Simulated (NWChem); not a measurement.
System: TiF₃, doublet; SMILES [F][Ti]([F])[F]

The following NWChem deck was run.

```
start job
memory heap 200 mb stack 900 mb global 1100 mb
geometry units angstroms noautoz
  Ti     0.000000     0.000000     0.000000
  F     -1.760561     0.041803     0.000000
  F      0.916483     1.503789     0.000000
  F      0.844078    -1.545592     0.000000
end
basis spherical
  * library 6-31g*
end
dft
  odft
  mult 2
  xc pbe0
  iterations 150
  mulliken
end
task dft energy
```

In the optimisation the excess spin sits in a' (C3h, its own frame). All runs use the structure optimised with PBE-D3(BJ)/def2-SVP, spin-unrestricted. No stability test was run on the SCF state.

Q: Give the results of this calculation. (PBE0/6-31G* (spherical d), spin-unrestricted.) Quantities: energy (Ha); highest occupied level (eV); lowest empty minus highest occupied level, either spin (eV); <S²>.

A: 
```yaml
energy (Ha): -1148.64
highest occupied level (eV): -6.68
lowest empty minus highest occupied level, either spin (eV): 4.76
"<S²>": 0.753
```
